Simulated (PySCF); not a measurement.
# Telling isomers of C₇H₁₁F apart by NMR

PySCF 2.14 calculation with PBE0/pcSseg-1 with gauge-including orbitals and geometry: GFN2-xTB; gas phase, single conformer, relativity neglected, one averaged value for each set of equivalent atoms.

Shifts are taken against calculated references (same method and geometry level): ¹H (σref 31.72), ¹³C (σref 186.93) against TMS. Splittings of carbon signals by F and P are missing where no couplings were computed. Where no couplings were computed, multiplicities follow the n + 1 count of equivalent neighbours, and m marks all less simple cases (inequivalent or close neighbours, rings, F or P nearby). Shifts are as computed. Against solution values, carbons near 30 ppm lie about +3 ppm off and those near 130 ppm about +5 ppm. Of 1211 compounds with measured shifts, 218 miss one by over three times the rms of a fit or turn the order of signals round; such compounds aren't used in these exercises.

(1) Tabulate the signals of `C[C@@H]1C[C@H](F)[C@@H]2C[C@@H]21`, `C[C@@H]1C=C(F)CCC1`, `F[C@]12CC[C@H](CC1)C2`, `CC(C)C1=C(F)[C@@H]1C` and their relative energies.

(2) What is the quickest way to tell C[C@@H]1C[C@H](F)[C@@H]2C[C@@H]21 from CC(C)C1=C(F)[C@@H]1C?

(3) What is the quickest way to tell C[C@@H]1C[C@H](F)[C@@H]2C[C@@H]21 from F[C@]12CC[C@H](CC1)C2?

(4) What is the quickest way to tell F[C@]12CC[C@H](CC1)C2 from CC(C)C1=C(F)[C@@H]1C?

Results:

(1) 
```json
{"SMILES": "C[C@@H]1C[C@H](F)[C@@H]2C[C@@H]21", "carbon types": "4×CH 2×CH2 1×CH3", "δC": "99.7, 38.5, 36.4, 26.7, 25.5, 20.1, 4.9", "δH": "5.54 (m, 1H), 2.22 (m, 1H), 2.06 (m, 1H), 1.60 (m, 1H), 1.28 (m, 1H), 1.06 (d, 3H), 1.04 (m, 1H), 0.64 (m, 1H), 0.42 (m, 1H)", "E rel. (kcal/mol)": "15.9"}
{"SMILES": "C[C@@H]1C=C(F)CCC1", "carbon types": "1×C 2×CH 3×CH2 1×CH3", "δC": "170.8, 115.7, 35.1, 33.5, 29.8, 26.4, 24.6", "δH": "5.31 (m, 1H), 2.36 (m, 1H), 2.33 (m, 1H), 2.17 (m, 1H), 1.87 (m, 1H), 1.73 (m, 1H), 1.61 (m, 1H), 1.05 (d, 3H), 0.86 (m, 1H)", "E rel. (kcal/mol)": "7.9"}
{"SMILES": "F[C@]12CC[C@H](CC1)C2", "carbon types": "1×C 1×CH 5×CH2", "δC": "106.0, 43.0, 35.9, 35.5, 32.2", "δH": "1.97 (m, 2H), 1.90 (m, 2H), 1.86 (m, 1H), 1.61 (m, 2H), 1.45 (m, 2H), 1.41 (m, 2H)", "E rel. (kcal/mol)": "0.0"}
{"SMILES": "CC(C)C1=C(F)[C@@H]1C", "carbon types": "2×C 2×CH 3×CH3", "δC": "158.6, 101.3, 34.7, 30.1, 25.1, 24.0, 23.4", "δH": "2.47 (m, 1H), 2.47 (m, 1H), 1.33 (d, 3H), 1.29 (d, 3H), 1.12 (d, 3H)", "E rel. (kcal/mol)": "62.9"}
```

Energies are electronic energies at PBE0/pcSseg-1 on these geometries, without zero-point or thermal terms, each for the one conformer computed, which needn't be the lowest.

(2) Both give the same number of carbon signals, but DEPT or the intensities differ. The first has an sp3 CH bonded to F at 99.7 ppm, the second a fully substituted alkene carbon (C) at 158.6 ppm. In the proton spectra the most deshielded non-exchanging signals are 5.54 (m, 1H) and 2.47 (m, 1H).

(3) Count the carbon signals: 7 against 5. The first has an sp3 CH bonded to F at 99.7 ppm, the second a fully substituted sp3 carbon bonded to F (C) at 106.0 ppm. In the proton spectra the most deshielded non-exchanging signals are 5.54 (m, 1H) and 1.97 (m, 2H).

(4) Count the carbon signals: 5 against 7. The first has an sp3 CH2 in a ring at 43.0 ppm, the second a methyl carbon (CH3) at 25.1 ppm. Their most deshielded carbons lie at 106.0 and 158.6 ppm. In the proton spectra the most deshielded non-exchanging signals are 1.97 (m, 2H) and 2.47 (m, 1H).
